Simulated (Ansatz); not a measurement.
One change: `OCC(F)(F)C(F)F` becomes `FC(F)C(F)(F)F`.

Ansatz, PBE0-D4/def2-TZVP geometries, multiplicity 1. Each molecule was computed in one conformer, which needn't be the lowest.

| property | `OCC(F)(F)C(F)F` |
| --- | --- |
| size of the dipole moment (B3LYP/def2-TZVPP) / D | 2.27 |
| HOMO–LUMO gap (B3LYP/def2-TZVPP) / eV | 8.88 |
| HOMO energy (PBE/def2-TZVPP) / eV | -7.03 |
| HOMO–LUMO gap (PBE/def2-TZVPP) / eV | 6.82 |
| HOMO–LUMO gap (ωB97M-V/def2-TZVPP) / eV | 13.43 |
| HOMO energy (PBE0/def2-TZVPP) / eV | -8.77 |

Problem. What does the change do to each property? (Estimate.)

Solution. Ansatz gave: 
```tsv
property	`FC(F)C(F)(F)F`	shift
size of the dipole moment (B3LYP/def2-TZVPP) / D	1.49	-0.78
HOMO–LUMO gap (B3LYP/def2-TZVPP) / eV	11.37	2.49
HOMO energy (PBE/def2-TZVPP) / eV	-8.63	-1.60
HOMO–LUMO gap (PBE/def2-TZVPP) / eV	9.13	2.31
HOMO–LUMO gap (ωB97M-V/def2-TZVPP) / eV	15.96	2.53
HOMO energy (PBE0/def2-TZVPP) / eV	-10.50	-1.73
```

With PBE0 the HOMO falls by 1.73 eV and the LUMO rises by 0.75 eV, so the gap widens by about 2.48 eV. PBE moves the HOMO by -1.60 eV and ωB97M-V by -1.72 eV. The zero-point energy changes by -107.6 kJ/mol with -12 modes. Dipoles are sizes alone; their direction can turn.

B3LYP here is the variant with VWN-RPA as its local correlation; programs differ in this.
